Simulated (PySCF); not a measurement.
Computed shifts of a molecule C₃H₆BFO₂, PBE0/pcSseg-1 in PySCF, GIAO, gas phase, equivalent atoms averaged, in ppm (number of nuclei): ¹³C: 234.9 (1), 48.6 (1), 9.7 (1). ¹⁹F: -104.2 (1). ¹H: 4.96 (1), 3.17 (2), 1.31 (3). References: ¹³C against TMS (σ = 186.3 ppm); ¹⁷O against H2O (σ = 334.2 ppm); ¹¹B against BF3 (σ = 88.8 ppm); ¹⁹F against CFCl3 (σ = 167.2 ppm); ¹H against TMS (σ = 31.56 ppm), references at their B3LYP-D3(BJ)/def2-TZVP geometries, non-relativistic. Coordinates come from a r2SCAN-D4/def2-SVP optimisation. One conformer was computed; it need not be the lowest.

Which structure fits?
A) CCC(=O)B(O)F
B) CC1(C)OB(F)O1
C) C=COB(F)CO
D) COCB(F)C=O

A, CCC(=O)B(O)F
